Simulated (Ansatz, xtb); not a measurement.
# Two structures of CH6GeN+

Structure X is `[CH3][GeH]=[NH2+]`, a singlet and structure Y is a singlet given by its coordinates. Both are isolated ions in the gas phase, relaxed with B3LYP-D3(BJ)/def2-SVP.

X (Å):

```yaml
atoms:
  - { symbol: C, position_ang: [-0.1719, -0.3660, -1.4206] }
  - { symbol: Ge, position_ang: [-0.7943, -0.2607, 0.3913] }
  - { symbol: N, position_ang: [0.2932, 0.2873, 1.6488] }
  - { symbol: H, position_ang: [-0.8067, 0.2801, -2.0484] }
  - { symbol: H, position_ang: [-2.1843, -0.6085, 0.9137] }
  - { symbol: H, position_ang: [0.0171, 0.3629, 2.6279] }
  - { symbol: H, position_ang: [1.2607, 0.5615, 1.4791] }
  - { symbol: H, position_ang: [0.8779, -0.0479, -1.4826] }
  - { symbol: H, position_ang: [-0.2792, -1.4059, -1.7691] }
```

Y (Å):

```xyz
9

C    -1.7576    1.9875   -0.3107
Ge   -2.0012    0.0351   -0.2483
N    -0.1308   -0.2117    0.8375
H    -2.5603    2.4493   -0.9072
H    -1.8034    2.4110    0.7114
H    -0.7834    2.2739   -0.7475
H    -0.0515   -1.1415    1.2664
H     0.0010    0.4833    1.5834
H     0.6770   -0.1113    0.2082
```

Close contacts (Å): C1–Ge2 1.97, Ge2–N3 2.18, C1–H4 1.10, C1–H5 1.11, C1–H6 1.11, N3–H7 1.03, N3–H8 1.03, N3–H9 1.03.

**Question.** Which of the two would you expect CCSD(T)/def2-TZVP electronic energies to favour?

**Answer.** Structure Y; the calculation gives E(Y) − E(X) = −0.120 eV.

Level by level:

```
                level               geometry  E(Y) − E(X) (eV)  departure from the last row (eV)  job, with rough time for the two
             GFN2-xTB               GFN2-xTB              −0.946                            −0.827              optimisation, 0.22 s
            HF/STO-3G               GFN2-xTB              +0.460                            +0.579              single point, 0.32 s
   r2SCAN-D4/def2-SVP               GFN2-xTB              −0.169                            −0.049               single point, 2.9 s
B3LYP-D3(BJ)/def2-SVP  B3LYP-D3(BJ)/def2-SVP              −0.380                            −0.260                optimisation, 39 s
         HF/def2-TZVP  B3LYP-D3(BJ)/def2-SVP              −0.172                            −0.052           part of the CCSD(T) run
        MP2/def2-TZVP  B3LYP-D3(BJ)/def2-SVP              −0.029                            +0.091           part of the CCSD(T) run
    CCSD(T)/def2-TZVP  B3LYP-D3(BJ)/def2-SVP              −0.120                                                  single point, 53 s
```

HF/STO-3G puts the two in the other order. The largest departure from CCSD(T)/def2-TZVP is that of GFN2-xTB, 0.827 eV.

With harmonic frequencies from B3LYP-D3(BJ)/def2-SVP (ideal gas, rigid rotor, one conformer each, 298.15 K, 1 atm): on the last row, ΔE + ΔZPE = −0.044 eV. A mode under 50 cm⁻¹ makes harmonic enthalpies and free energies unreliable, so none is given.

The correlated steps freeze 11 core orbitals; the filled d shell of Ge is correlated, in a basis made for valence electrons. Run with Ansatz 0.2.0, xtb 6.7.1; the last row on 2 threads of Arm Neoverse V1 on a shared host.
